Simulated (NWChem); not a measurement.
System: Si2H4SCl2; SMILES [SiH3]S[SiH](Cl)Cl

Here is an NWChem input.

```
start job
memory heap 200 mb stack 900 mb global 1100 mb
geometry units angstroms noautoz
  Si    -0.002641    -2.244873    -0.847814
  S      0.025102    -1.286441     1.109180
  Si     0.001585     0.802135     0.699319
  Cl     1.652896     1.422809    -0.386777
  Cl    -1.685706     1.392863    -0.347548
  H     -1.236819    -1.890023    -1.586921
  H      1.191836    -1.860274    -1.635737
  H      0.021334    -3.690823    -0.529979
  H      0.010934     1.491886     2.000271
end
basis spherical
  * library 6-31+g*
end
dft
  xc bhlyp
  iterations 150
end
tddft
  nroots 6
  notriplet
end
task tddft energy
```

Coordinates come from a B3LYP/6-31G* (spherical d) optimisation.

Vertical excitations in the gas phase.

**Question.** Give the results of this calculation. (BHandHLYP/6-31+G* (spherical d), full TDDFT.) Quantities: lowest excitation, singlet (eV); oscillator strength of that lowest state; lowest state with f > 0.02, singlet (eV); oscillator strength of that bright state; orbital gap (eV).

**Answer.** 
```
Quantity                                  Value
----------------------------------------  -----
lowest excitation, singlet (eV)            6.23
oscillator strength of that lowest state  0.001
lowest state with f > 0.02, singlet (eV)   6.53
oscillator strength of that bright state  0.024
orbital gap (eV)                           9.06
```
